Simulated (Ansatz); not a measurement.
CaO2H2. Total charge 0; singlet. Geometry PBE0-D4/def2-TZVP; atoms count from 1.

Cartesian coordinates in Å:
```
Ca 0.453 -0.510 -0.175
O -1.768 1.968 0.688
O -1.010 1.050 0.385
H 1.011 -0.788 -2.106
H 1.313 -1.720 1.208
```

The structure holds 1 bond(s) between oxygen atoms. The restricted singlet is unstable towards broken spin symmetry in Hartree–Fock (as tested in another run); at PBE0-D4/def2-TZVP this wasn't settled. The geometry of the singlet was relaxed on an unsound state (restricted singlet whose occupied levels cross empty ones at other levels, untested at these). Another isomer (singlet) lies 9.30 eV lower at PBE0-D4/def2-TZVP; other spin states weren't run for this one.

Estimate the Mulliken populations from the PBE0/def2-TZVP orbitals of Ansatz.


```csv
atom,charge (e)
Ca1,0.79
O2,-0.09
O3,-0.23
H4,-0.23
H5,-0.23
```
Mulliken values and Mayer orders depend strongly on the basis.

And the Mayer bond orders between bonded heavy atoms (over 0.3)?

O2–O3 1.45 (1.23 Å).
